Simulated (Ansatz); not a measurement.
System: SiHClF, charge 0, doublet. SiHClF (SMILES Cl[SiH]F, doublet).
B3LYP-D3(BJ)/def2-TZVP minimum from Ansatz (a quantum-chemistry and plane-wave program):
```
Si
F 1 1.6025
H 1 1.4888 2 107.08
Cl 1 2.0590 3 108.25 2 116.77
```
Charge 0, spin multiplicity 2.

Total energies in hartree (Ansatz). Open shells are spin-unrestricted; no spin-orbit coupling. Correlated methods leave the cores frozen. No relativity. Where a partner has so few electrons that a lower coupled-cluster level is exact, that level stands in.

| species | HF/cc-pV(T+d)Z | CCSD(T)/cc-pV(T+d)Z | HF/cc-pV(Q+d)Z | CCSD(T)/cc-pV(Q+d)Z | CCSD(T)/cc-pV(D+d)Z | CCSDT(Q)/cc-pV(D+d)Z |
|---|---|---|---|---|---|---|
| 1: SiHClF (SMILES [SiH](Cl)F, doublet) | -848.60594 | -849.18790 | -848.62341 | -849.25717 | -848.96744 | -848.96919 |
| 2: Si (triplet) | -288.85649 | -288.93344 | -288.85845 | -288.93781 | -288.91643 | -288.91690 |
| 3: F (doublet) | -99.40552 | -99.62036 | -99.41377 | -99.65026 | -99.52757 | -99.52776 |
| 4: Cl (doublet) | -459.48556 | -459.67356 | -459.48916 | -459.69449 | -459.60403 | -459.60445 |
| 5: H (doublet) | -0.49981 | -0.49981 | -0.49995 | -0.49995 | -0.49928 | -0.49928 |

### Question
Work out the atomisation energy (electronic, to ground-state atoms) in kcal/mol: take Hartree-Fock from cc-pV(Q+d)Z, extrapolate the CCSD(T) correlation energy as X^-3 (X = 3, 4), and add CCSDT(Q) - CCSD(T) in cc-pV(D+d)Z. 1 hartree = 627.51 kcal/mol.

### Answer

Species 1: correlation (64·(-0.63376) - 27·(-0.58196))/37 = -0.67156; step -0.00175; E1 = -848.62341 + (-0.67156) + (-0.00175) = -849.29672
Species 2: correlation (64·(-0.07936) - 27·(-0.07695))/37 = -0.08112; step -0.00047; E2 = -288.85845 + (-0.08112) + (-0.00047) = -288.94004
Species 3: correlation (64·(-0.23649) - 27·(-0.21484))/37 = -0.25229; step -0.00019; E3 = -99.41377 + (-0.25229) + (-0.00019) = -99.66625
Species 4: correlation (64·(-0.20533) - 27·(-0.18800))/37 = -0.21798; step -0.00042; E4 = -459.48916 + (-0.21798) + (-0.00042) = -459.70756
Species 5: correlation (64·(0.00000) - 27·(0.00000))/37 = 0.00000; step +0.00000; E5 = -0.49995 + (0.00000) + (+0.00000) = -0.49995
-1·E1 +1·E2 +1·E3 +1·E4 +1·E5 = 0.48292 hartree = 303.0 kcal/mol.
